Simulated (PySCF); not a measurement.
**Radial density of S (sulfur, neutral)**

r2SCAN0, [Ne] 3s1 3p4 3d1, one real determinant (an excited configuration). All numbers are calculated (PySCF 2.14, scalar relativity by spin-free X2C-1e, in dyall-av3z).

| r (bohr) | 4πr²ρ (e/bohr) | 4πr²(ρα − ρβ) |
| --- | --- | --- |
| 0.00157 | 0.09313 | 0.0003 |
| 0.00265 | 0.2461 | 0.0009 |
| 0.00445 | 0.6367 | 0.0024 |
| 0.00749 | 1.590 | 0.0059 |
| 0.0126 | 3.732 | 0.0138 |
| 0.0212 | 7.879 | 0.0289 |
| 0.0356 | 13.90 | 0.0498 |
| 0.0599 | 18.25 | 0.0645 |
| 0.101 | 15.74 | 0.0809 |
| 0.170 | 12.09 | 0.2240 |
| 0.285 | 16.80 | 0.4471 |
| 0.480 | 13.84 | 0.1010 |
| 0.807 | 3.777 | 0.4298 |
| 1.36 | 3.199 | 2.1079 |
| 2.28 | 1.995 | 1.2352 |
| 3.84 | 0.4560 | 0.3318 |
| 6.46 | 0.02332 | 0.0205 |

Densities and radii are taken from the X2C orbitals without a picture-change correction, which distorts them close to the nucleus.

⟨L²⟩ = 8.02 against 12 for a pure F term, so this real determinant mixes terms. The outer electron is Rydberg-like, and this basis confines it to a smaller radius and binds it less than a complete one would. At r2SCAN0 the highest occupied level has a positive energy, so only the finite basis holds that electron; for this excited configuration the basis is too tight for the outer shell.
